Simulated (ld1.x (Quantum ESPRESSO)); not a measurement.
# rhenium (Re): excitation energies, all-electron against PAW

Re (Z = 75), PAW, made with ld1.x (Quantum ESPRESSO) 7.5 (PBE, fully relativistic). Core [Xe] 4f14, reference 5d5 6s2 6p0. Waves: 6s (bound): rcut 2.10, rcutus 2.45 bohr; 6s channel at 0.45 Ry: rcut 2.10, rcutus 2.45 bohr; 6p (bound, empty): rcut 2.50, rcutus 3.35 bohr; 6p channel at 0.55 Ry: rcut 2.50, rcutus 3.35 bohr; 5d (bound): rcut 2.10, rcutus 2.50 bohr; 5d channel at 3.95 Ry: rcut 2.10, rcutus 2.50 bohr. Local part: all-electron potential smoothed inside 2.55 bohr (lloc = -1). Core correction: Bessel-smoothed model core inside 1.60 bohr. Augmentation charge: BESSEL, radius 1.90 bohr.

Open shells are filled in proportion to 2j + 1 (rel_dist='average').

Energies are relative to the spin-unpolarised reference configuration 5d5 6s2 6p0; without spin polarisation the order of configurations can differ from experiment.

(1) Give the all-electron excitation energy and the error of the potential for: 5d5 6s1 6p0; 5d5 6s0 6p0; 5d4 6s0 6p0; 5d5 6s0 6p2; 5d5 6s0 6p1; 5d3 6s0 6p0; 5d4 6s2 6p1.

Levels in the configuration 5d5 6s0 6p0:

| level | all-electron (eV) | pseudo (eV) |
| --- | --- | --- |
| 5d j=3/2 | -22.002 | -22.050 |
| 5d j=5/2 | -21.018 | -21.065 |

The ghost test of this file was not conclusive.

Answers

(1)

```json
{"valence configuration": "5d5 6s1 6p0", "charge": "+1", "ΔE all-electron (eV)": "9.255", "error AE − PS (meV)": "-2.8"}
{"valence configuration": "5d5 6s0 6p0", "charge": "+2", "ΔE all-electron (eV)": "25.580", "error AE − PS (meV)": "-17"}
{"valence configuration": "5d4 6s0 6p0", "charge": "+3", "ΔE all-electron (eV)": "52.699", "error AE − PS (meV)": "-175"}
{"valence configuration": "5d5 6s0 6p2", "charge": "0", "ΔE all-electron (eV)": "9.778", "error AE − PS (meV)": "-7.4"}
{"valence configuration": "5d5 6s0 6p1", "charge": "+1", "ΔE all-electron (eV)": "15.000", "error AE − PS (meV)": "-10.0"}
{"valence configuration": "5d3 6s0 6p0", "charge": "+4", "ΔE all-electron (eV)": "92.031", "error AE − PS (meV)": "-673"}
{"valence configuration": "5d4 6s2 6p1", "charge": "0", "ΔE all-electron (eV)": "5.007", "error AE − PS (meV)": "-42"}
```
